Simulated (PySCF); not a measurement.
Species: 2-fluoropyridine, C5H4FN.
Bonds: F1–C2, C2–C3 (aromatic), C3–C4 (aromatic), C4–C5 (aromatic), C5–C6 (aromatic), C6–N7 (aromatic), C2–N7 (aromatic). Hydrogens: H8 on C3; H9 on C4; H10 on C5; H11 on C6.

The same species was optimised twice, with GFN2-xTB and with PBE0-D3(BJ)/def2-SVP (PySCF), and the same property calculations (PySCF, gas phase) were run on both structures.

```csv
coordinate,GFN2-xTB,PBE0-D3(BJ)/def2-SVP,change
F1–C2 (Å),1.340,1.326,-0.014
C6–N7 (Å),1.323,1.334,+0.011
C2–C3 (Å),1.388,1.396,+0.008
C4–C5 (Å),1.389,1.396,+0.007
C5–C6 (Å),1.385,1.391,+0.006
C3–C4 (Å),1.384,1.389,+0.005
C2–N7 (Å),1.311,1.308,-0.003
F1–C2–N7 (°),115.8,116.5,+0.7
F1–C2–C3 (°),118.9,118.4,-0.5
C4–C5–C6 (°),118.5,118.0,-0.5
C2–C3–C4 (°),116.7,116.9,+0.2
C3–C2–N7 (°),125.2,125.1,-0.1
C5–C6–N7 (°),123.1,123.2,+0.1
C2–N7–C6 (°),117.4,117.6,+0.2
C3–C4–C5 (°),119.1,119.2,+0.1
```

Rotational constants: A = 5940, B = 2712, C = 1862 MHz (GFN2-xTB) against A = 5910, B = 2704, C = 1855 MHz (PBE0-D3(BJ)/def2-SVP). Point groups within 0.08 Å: Cs and Cs.

On the GFN2-xTB structure: HOMO (eV) -7.74 [PBE0/pcSseg-1]; LUMO (eV) -1.10 [PBE0/pcSseg-1]; dipole (D) 3.36 [PBE0/pcSseg-1]; GIAO shielding of F1 (ppm) 237.2 [PBE0/pcSseg-1]; GIAO shielding of C2 (ppm) 12.7 [PBE0/pcSseg-1]; GIAO shielding of C3 (ppm) 72.5 [PBE0/pcSseg-1]; GIAO shielding of C4 (ppm) 40.6 [PBE0/pcSseg-1]; GIAO shielding of C5 (ppm) 61.7 [PBE0/pcSseg-1]; GIAO shielding of C6 (ppm) 31.8 [PBE0/pcSseg-1]; GIAO shielding of N7 (ppm) -51.2 [PBE0/pcSseg-1].

Task: What do these properties become on the PBE0-D3(BJ)/def2-SVP structure?

Result: 
```json
{"property": "HOMO (eV)", "level": "PBE0/pcSseg-1", "on GFN2-xTB": "-7.74", "on PBE0-D3(BJ)/def2-SVP": "-7.70", "change": "+0.04"}
{"property": "LUMO (eV)", "level": "PBE0/pcSseg-1", "on GFN2-xTB": "-1.10", "on PBE0-D3(BJ)/def2-SVP": "-1.12", "change": "-0.02"}
{"property": "dipole (D)", "level": "PBE0/pcSseg-1", "on GFN2-xTB": "3.36", "on PBE0-D3(BJ)/def2-SVP": "3.27", "change": "-0.09"}
{"property": "energy, GFN2-xTB geometry as zero (kcal/mol)", "level": "PBE0/pcSseg-1", "on GFN2-xTB": "0.0", "on PBE0-D3(BJ)/def2-SVP": "-0.1", "change": "-0.1"}
{"property": "GIAO shielding of F1 (ppm)", "level": "PBE0/pcSseg-1", "on GFN2-xTB": "237.2", "on PBE0-D3(BJ)/def2-SVP": "240.4", "change": "+3.2"}
{"property": "GIAO shielding of C2 (ppm)", "level": "PBE0/pcSseg-1", "on GFN2-xTB": "12.7", "on PBE0-D3(BJ)/def2-SVP": "13.8", "change": "+1.1"}
{"property": "GIAO shielding of C3 (ppm)", "level": "PBE0/pcSseg-1", "on GFN2-xTB": "72.5", "on PBE0-D3(BJ)/def2-SVP": "70.4", "change": "-2.1"}
{"property": "GIAO shielding of C4 (ppm)", "level": "PBE0/pcSseg-1", "on GFN2-xTB": "40.6", "on PBE0-D3(BJ)/def2-SVP": "38.6", "change": "-2.0"}
{"property": "GIAO shielding of C5 (ppm)", "level": "PBE0/pcSseg-1", "on GFN2-xTB": "61.7", "on PBE0-D3(BJ)/def2-SVP": "59.1", "change": "-2.6"}
{"property": "GIAO shielding of C6 (ppm)", "level": "PBE0/pcSseg-1", "on GFN2-xTB": "31.8", "on PBE0-D3(BJ)/def2-SVP": "29.8", "change": "-2.0"}
{"property": "GIAO shielding of N7 (ppm)", "level": "PBE0/pcSseg-1", "on GFN2-xTB": "-51.2", "on PBE0-D3(BJ)/def2-SVP": "-50.0", "change": "+1.2"}
```

The heavy atoms differ by 0.008 Å rms after alignment. Among bonds between heavy atoms F1–C2 changes most (-0.014 Å). Changes are differences of the printed values. Neither structure is proved a minimum here.
